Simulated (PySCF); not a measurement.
GeF⁺: energy against distance

Set-up: PySCF, spin-free X2C with a Gaussian nucleus, basis sets Ge jorge-DZP-DKH, F jorge-DZP-DKH. Energies in eV from Ge⁺ + F in their ground configurations at the same level. State: ¹Σ⁺ (singlet), closed shell.

All columns are LC-ωPBE. A positive dipole points towards F; it is taken about the centre of mass and depends on that origin.

```tsv
R (Å)	E (eV)	μ (D)	Mulliken charge on Ge (basis-dependent)	HOMO (eV)	LUMO (eV)	Mayer bond order	⟨S²⟩
1.446	-3.967	-1.65	1.31	-20.40	-6.89	1.10	0.00
1.514	-4.799	-2.06	1.34	-20.51	-7.09	1.07	0.00
1.581	-5.236	-2.48	1.36	-20.58	-7.28	1.04	0.00
1.631	-5.377	-2.78	1.38	-20.59	-7.41	1.02	0.00
1.682	-5.400	-3.09	1.40	-20.56	-7.55	1.00	0.00
1.732	-5.333	-3.38	1.41	-20.50	-7.67	0.99	0.00
1.800	-5.142	-3.77	1.42	-20.36	-7.83	0.98	0.00
1.884	-4.791	-4.24	1.44	-20.12	-8.02	0.96	0.00
1.985	-4.273	-4.77	1.44	-19.62	-8.22	0.96	0.00
2.119	-3.514	-5.43	1.44	-18.82	-8.47	0.95	0.00
```

A fit through these points gives, at Re = 1.668 Å, μ = -3.00 D and dμ/dR = -5.98 D/Å; the reduced mass is 15.11 u.

Problem. How strong is the fundamental in the double-harmonic approximation, I = 42.26·(dμ/dR)²/μred km/mol?

Solution. I = 42.26·(-5.98)²/15.11 = 100 km/mol at LC-ωPBE.

For an ion De counts to the pair picked by the measured ionisation energies or electron affinities, which need not be the lowest pair at this level.
